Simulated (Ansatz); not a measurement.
System: CdI2 (charge 0, singlet). SMILES: [Cd]([I])[I]
Geometry: optimised at B3LYP-D3(BJ)/def2-TZVP (Ansatz, a first-principles code).

Quantity: vertical electron affinity (to the doublet state of charge -1; a negative value means that the extra electron is unbound and the number depends on the basis; each state is the SCF solution reached for its spin), in eV. Valence correlation only, unless marked. Open shells are spin-unrestricted. Spin-orbit coupling is left out. The frozen core is the preceding noble-gas configuration, with the filled d and f shells of earlier blocks. In def2 rows, elements after Kr have scalar-relativistic effective core potentials. Anions need diffuse functions: def2-D sets add few. 

```tsv
level	program	vertical electron affinity (eV)
SVWN5/def2-TZVPD	Ansatz	1.28
PBE/def2-TZVPD	Ansatz	1.03
r2SCAN/def2-TZVPD	Ansatz	0.98
B3LYP/def2-TZVPD	Ansatz	1.04
PBE0/def2-TZVPD	Ansatz	0.94
BHLYP/def2-TZVPD	Ansatz	0.80
CAM-B3LYP/def2-TZVPD	Ansatz	0.97
wB97M-V/def2-TZVPD	Ansatz	0.82
wB97X-V/def2-TZVPD	Ansatz	0.77
wB97X/def2-TZVPD	Ansatz	0.81
CCSD/def2-SVPD	Ansatz	0.61
CCSD(T)/def2-SVPD	Ansatz	0.65
```
